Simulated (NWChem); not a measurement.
Isomers of Si2H5O2F, each optimised at PBE0/def2-SVP with NWChem, gas phase unless a solvent is named. Flexible species stand in one conformer each, which need not be the lowest.  Relative energies count from the lowest isomer at each level and are electronic, without zero-point energy, on those geometries.

A: O[Si@@H](F)[SiH2]O
B: [SiH2](F)O[SiH2]O
C: O[SiH](O)[SiH2]F
D: O[Si](O)(F)[SiH3]

```json
[
 {"quantity": "relative energy, PBE0/def2-SVP (kcal/mol)", "A": "31.0", "B": "0.0", "C": "32.2", "D": "19.1"},
 {"quantity": "relative energy, B3LYP/def2-SVP (kcal/mol)", "A": "34.4", "B": "0.0", "C": "35.5", "D": "23.2"},
 {"quantity": "relative energy, r2SCAN/def2-SVP (kcal/mol)", "A": "33.8", "B": "0.0", "C": "35.1", "D": "21.3"},
 {"quantity": "SMD solvation free energy in water, PBE0/def2-SVP (kcal/mol)", "A": "-7.3", "B": "-2.0", "C": "-7.5", "D": "-6.5"}
]
```
